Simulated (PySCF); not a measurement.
# How methods differ on the ionisation energy of Ne⁺

Ne⁺ [He] 2s2 2p5 (2P) → Ne²⁺ [He] 2s2 2p4 (3P), as a difference of total energies. Calculation: PySCF 2.14, in aug-cc-pVTZ-DK (5s4p3d2f, 46 functions); scalar relativity by spin-free X2C-1e. Correlated levels: valence: 1s2 frozen. The calculations carry no spin-orbit coupling.

```tsv
method	ionisation energy (eV)	error (eV)
UHF	39.247	-1.716
LDA	41.414	+0.451
PBE	41.130	+0.167
PBE0	40.990	+0.027
r2SCAN	41.119	+0.156
MN15	41.212	+0.249
B3LYP	41.273	+0.310
BP86	41.233	+0.270
PBEsol	41.016	+0.053
MP2 (valence)	40.746	-0.217
SCS-MP2 (valence)	40.738	-0.225
```

Reference: 40.963 eV (measured; NIST Atomic Spectra Database, ionization energies).

Errors of the correlated levels include the incompleteness of this basis and the frozen core.
